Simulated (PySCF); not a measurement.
Cost of one run: EPR job, `C[Si@H]1[CH]NBN1` [radical].

Method: UKS B3LYP, pcH-1 on B C H N Si, non-relativistic, mean-field spin-orbit, GIAO (PySCF 2.14.0). Geometry: GFN2-xTB. Work: unrestricted SCF, g, hyperfine, density and orbital grids written, density fitting. A driver script takes a list of jobs; this job's settings line and coordinates (Å) are shown.

Command:
```bash
OMP_NUM_THREADS=1 python probes_run.py task.json out
```

Input:
```
{"job": {"kind": "epr", "basis": "pcH-1"}, "charge": 0, "multiplicity": 2}
C     -2.107507     0.291037    -0.677805
Si    -0.594801     0.373097     0.474729
C      0.325829    -1.189853     0.827472
N      1.619359    -1.068291     0.407725
B      1.954447     0.154798    -0.246796
N      0.839759     1.013923    -0.297857
H     -2.938763    -0.185153    -0.168391
H     -1.907656    -0.269249    -1.586285
H     -2.432061     1.286459    -0.965825
H     -0.939863     1.233390     1.629694
H      0.040455    -2.095157     1.336008
H      2.247267    -1.842423     0.561265
H      3.017720     0.376515    -0.676363
H      0.875138     1.920433    -0.729343
```

Hardware: one thread of an Arm Neoverse V2, no GPU, on a shared host. PySCF's memory limit was set to 1600 MB.

Question: How large is the basis?

Answer: 240 functions.

Question: What wall time should be expected on this hardware?

Answer: About 44 s. CPU seconds by part: SCF 18, spin–orbit mean field 1.7, g tensor 14, hyperfine 6.1.

Question: How much memory does it need at the peak?

Answer: About 0.86 GiB. Peak memory is the resident size of the whole Python process, interpreter and libraries included.

Question: At this speed, how long would 5000 such jobs take on 16 cores, one job a core?

Answer: 5000/16 gives 313 rounds of 44 s, about 3.8 h of wall time and 61 core-hours, if the jobs don't slow each other.

Other jobs ran on the host; a repeat could differ by tens of per cent or more.

The run converged: ⟨S²⟩ 0.753; g_iso 2.0027.
